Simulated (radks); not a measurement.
Valence configurations of the rhodium ion Rh3+ (all share [Kr]). Method: Dirac Kohn-Sham, PBE, spin-unpolarised, spherical densities, finite nucleus; open shells are shared between the two j in proportion to 2j + 1; Fermi nuclear charge, rms radius 4.4945 fm; computed with a radial shooting solver on a logarithmic mesh with Libxc functionals. Order these by energy: 4d5 5s1; 4d4 5p2; 4d5.5 5s0.5; 4d5 5p1; 4d4 5s2; 4d6; 4d5.5 5p0.5.

Answer. From the lowest, in eV above it: 4d6 0.000; 4d5.5 5s0.5 5.172; 4d5.5 5p0.5 8.776; 4d5 5s1 10.884; 4d5 5p1 18.305; 4d4 5s2 23.975; 4d4 5p2 39.665. NIST lists [Kr] 4d6 as the ground configuration; this level of theory agrees among the configurations tried. The energies are those of spherical spin-averaged densities, not of single terms.
